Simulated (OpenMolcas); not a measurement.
Ti3+ (d1) on a cation site of an ionic host was computed by SS-CASPT2, IPEA 0.25 Eh, imaginary shift 0.1 Eh with the d shell active (OpenMolcas, ANO-RCC-VTZP on the metal). Its lowest spin-free states, and all those of the highest spin:

| 2S+1 | Degeneracy | E (cm-1) |
| --- | --- | --- |
| 2 | 3 | 0 |
| 2 | 2 | 15740 |

Problem. Is the site octahedral, tetrahedral or cube-like, axial, or of lower symmetry?

Solution. The states with 2S+1 = 2 have orbital degeneracies 3, 2. Threefold states need a cubic site. For d1 at this spin an octahedron puts the threefold T2 below the twofold E and a tetrahedron or cube puts the twofold E below the threefold T2, so the site is octahedral. The first gap at this spin, 15700 cm-1, is |10Dq| in ligand-field theory. The run had Ti3+ with its 6 nearest fluoride ions at 2.027 Å, on the Zn site of KZnF3 (a = 4.054 Å, distance in the model lattice 2.027 Å). The rest of the host is ab initio model potentials to 7.6 Å, with orthogonalisation functions on the cations behind the ligands, and point charges beyond; the distance is set by hand and nothing relaxes, and no local charge compensation is placed. Ligand basis ANO-RCC-VDZP.

Roots that are degenerate in the reference are averaged as groups; the widest CASPT2 spread within a group is 110 cm-1 (the 3-fold group of multiplicity 2 near 0 cm-1 above the lowest state of its run). Shifts and gaps below about the spread of the groups concerned are not significant. Over all roots computed the reference weight is 0.74 to 0.75; a low but even weight reflects the number of correlated electrons. An orbital triplet at a regular site is open to Jahn-Teller coupling, which can distort the site and quench the lowest spin-orbit gaps and is left out. Ligand-to-metal charge-transfer states are missing. With one d shell and no ligand orbital active, 10Dq can be off by a tenth or more. The distance lies 2 % over the 1.996 Å that this model takes as the normal distance (a Shannon-type radius plus a fixed donor radius, weighted with the host); by an R⁻⁵ law this alone changes a d-shell field by about -7 %. No measured value stands beside these numbers; the geometry was set by hand and not optimised.
